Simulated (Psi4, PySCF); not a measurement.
Here is a job for PySCF.
```python
from pyscf import gto, scf, dft

mol = gto.M(
    atom='''
Si    1.680548   -0.424967   -0.525960
N     0.502902   -1.528326    0.083771
Si   -1.175621   -1.310262    0.417014
N    -1.460436    0.384865    0.562605
Si   -0.548396    1.723693   -0.030265
N     1.060958    1.171053   -0.314183
H     1.940001   -0.689110   -1.953842
H     2.911939   -0.563009    0.264480
H     0.816665   -2.482004    0.137400
H    -1.992763   -1.882461   -0.669625
H    -1.490307   -1.949024    1.702318
H    -2.367973    0.625472    0.922028
H    -0.516099    2.763327    1.007603
H    -1.139888    2.242990   -1.277816
H     1.723030    1.902186   -0.508936
''',
    basis='6-31g**',
    charge=0,
    spin=0,
    verbose=4,
)

mf = dft.RKS(mol)
mf.xc = 'blyp'
mf.grids.atom_grid = (99, 590)
mf.grids.prune = None
mf.kernel()
```

Problem. Convert this to an input for Psi4.

Solution. This is not unique; one that fits is 
```
memory 2 GB

molecule mol {
0 1
  Si    1.680548   -0.424967   -0.525960
  N     0.502902   -1.528326    0.083771
  Si   -1.175621   -1.310262    0.417014
  N    -1.460436    0.384865    0.562605
  Si   -0.548396    1.723693   -0.030265
  N     1.060958    1.171053   -0.314183
  H     1.940001   -0.689110   -1.953842
  H     2.911939   -0.563009    0.264480
  H     0.816665   -2.482004    0.137400
  H    -1.992763   -1.882461   -0.669625
  H    -1.490307   -1.949024    1.702318
  H    -2.367973    0.625472    0.922028
  H    -0.516099    2.763327    1.007603
  H    -1.139888    2.242990   -1.277816
  H     1.723030    1.902186   -0.508936
}

set basis 6-31g**
set reference rks
set scf_type pk
set puream true
set d_convergence 1e-8
set dft_radial_points 99
set dft_spherical_points 590

energy('blyp')
print_variables()
```

Both were run: PySCF gave -1038.137175 Eh and Psi4 -1038.137174 Eh, 0.001 mEh apart.
